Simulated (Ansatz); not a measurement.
Two isomers of C3H2F6: A = `FC(F)C(F)(F)C(F)F`, B = `FC(F)C(F)C(F)(F)F`.

Isolated molecules relaxed with PBE0-D4/def2-TZVP in Ansatz; ΔE leaves out vibrations. CCSD(T)/CBS is the MP2 limit (def2-TZVPP, def2-QZVPP) plus CCSD(T) − MP2 in def2-TZVPP, frozen cores. DFT in def2-TZVPP. B3LYP here is the variant with VWN-RPA as its local correlation; programs differ in this. One conformer a species, not always the lowest.

**Question.** Which isomer does CCSD(T)/CBS put lower? Give the gap. (Best estimate.)

**Answer.** The calculation gave: B, by 5.6 kcal/mol.

**Question.** Give E(B) − E(A) in kcal/mol with PBE-D4, PBE0-D4, B2PLYP, HF/def2-TZVPP, r2SCAN-D4, B3LYP, ωB97M-V. (Estimate.)

**Answer.** Computed: PBE-D4 -5.7, PBE0-D4 -6.2, B2PLYP -5.7, HF/def2-TZVPP -6.1, r2SCAN-D4 -6.1, B3LYP -5.5, ωB97M-V -5.9. None reverses the order clearly.

**Question.** Does the order hold for the free energy at 298.15 K (harmonic terms from PBE0-D4)? (An estimate is asked.)

**Answer.** The calculation gave: Yes: G(B) − G(A) = -6.1 kcal/mol, for one conformer each. Modes under 60 cm⁻¹, often nearly free rotors, make the harmonic entropy too high.

Largest T1 diagnostic: 0.012.

Leaving LDA and LC-ωPBE aside and taking each functional with its dispersion term where it has one, the values, not all of them listed here, spread over 1.5 kcal/mol, from PBE-QIDH to BLYP-D4. From BLYP to BHLYP (50 % exact exchange), in def2-TZVPP and without D4, E(B) − E(A) moves by −0.9 kcal/mol.
